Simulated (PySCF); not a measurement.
# Ionisation energy of Ne⁺ by level of theory

Ne⁺ [He] 2s2 2p5 (2P) → Ne²⁺ [He] 2s2 2p4 (3P), as a difference of total energies. All numbers are calculated (PySCF 2.14, the non-relativistic Hamiltonian (point nucleus), in aug-cc-pwCVTZ). Correlated levels: valence and next inner shell: nothing frozen. The calculations carry no spin-orbit coupling.

Task: Order these methods by the ionisation energy they give, lowest first.
A. UHF
B. CCSD (valence and next inner shell)
C. CCSD(T) (valence and next inner shell)
D. SCS-MP2 (valence and next inner shell)

Result: A (39.252 eV), B (40.725 eV), C (40.762 eV), D (40.786 eV).

Errors of the correlated levels include the incompleteness of this basis.

For comparison: 40.963 eV (measured; NIST Atomic Spectra Database, ionization energies).
